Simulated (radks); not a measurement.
Neutral technetium inside a hard spherical wall (all orbitals vanish at R), configuration held at [Kr] 4d5 5s2 and not refilled when levels cross. Calculated with a radial shooting solver on a logarithmic mesh with Libxc functionals: scalar-relativistic Kohn-Sham, LDA (Slater exchange, VWN5 correlation), spin-unpolarised, spherical densities, point nucleus. Eigenvalues in eV, with the zero of energy where the potential of the charges vanishes at infinity; a dash marks a level that is unbound or too diffuse for the functional's potential to be trusted. A positive occupied level is held by the wall or, in an anion where self-interaction has pushed it up, behind a barrier. The pressure on the wall is -dE/dV.

R (bohr)	E (hartree)	kinetic (hartree)	e(4s)	e(4p)	e(4d)	e(5s)	e(5p, empty)	e(6s, empty)	pressure (GPa)
free	-4281.27588	4419.484	-73.395	-45.404	-6.814	-5.258	-1.519	-0.034	0
20	-4281.27588	4419.484	-73.395	-45.404	-6.814	-5.258	-1.519	0.088	< 0.0001
15	-4281.27588	4419.484	-73.395	-45.404	-6.814	-5.258	-1.516	0.345	< 0.0001
12	-4281.27584	4419.484	-73.391	-45.400	-6.810	-5.255	-1.491	0.884	0.000728
8	-4281.27136	4419.522	-73.173	-45.183	-6.606	-5.055	-0.985	4.426	0.195
5	-4281.11767	4420.304	-70.368	-42.433	-4.072	-1.830	4.074	23.584	18.3
1.5	-4227.62515	4581.496	56.155	92.667	152.74	374.47	407.51	857.79	149000
